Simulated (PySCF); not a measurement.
## Unknown compound

The spectra below were simulated for a compound C₄H₆O₂Si.

$^{1}$H NMR (500 MHz, computed): δ 7.43 (m, 1H), 7.31 (m, 1H), 6.33 (m, 1H), 5.13 (s, 3H).

$^{13}$C{$^{1}$H} NMR (computed): δ 152.4 (C), 145.6 (CH), 134.0 (CH), 107.9 (CH).

PySCF 2.14.0 with density-fitted response routines calculation with geometry from GFN2-xTB and PBE0/pcSseg-1 with gauge-including orbitals; no relativistic terms, a single conformation, rapidly exchanging positions averaged, no solvent model.

References, each an isolated molecule treated in the same way: TMS for $^{1}$H and $^{13}$C.

**Question.** Propose a structure and justify it.

**Answer.** 
- Rings plus π bonds: 3 (1 ring in the answer).
- 4 carbon signals for 4 carbons: no two carbons are equivalent.
- Carbon types of the structure: 1 × C, 3 × CH, leaving 3 H on heteroatoms.
- δC 152.4: aromatic carbon bearing oxygen; an ipso carbon deshielded by its heteroatom.
- δC 145.6, 134.0: aromatic CH next to the ring oxygen.
- δC 107.9: aromatic CH; π donation from the O or N substituent raises the electron density at positions ortho and para to it.
- δH 7.43, 7.31: hydrogen on an aromatic CH next to the ring oxygen; aromatic region.
- δH 6.33: hydrogen on an aromatic CH; ortho or para to a lone-pair donor, hence upfield of benzene.
- δH 5.13: hydrogen on a silicon bonded to O.

Structure: SMILES [SiH3]Oc1ccoc1.

The shifts were computed for this structure.

Shifts are as computed. Against solution values, carbons near 30 ppm lie about +3 ppm off and those near 130 ppm about +5 ppm. Of 1211 compounds with measured shifts, 218 miss one by over three times the rms of a fit or turn the order of signals round; such compounds aren't used in these exercises. No couplings were computed; multiplicities are counted from neighbouring protons, with m where these are inequivalent, close in shift, in a saturated or five-membered ring or joined by F or P, and br s for small geminal =CH2 splittings.
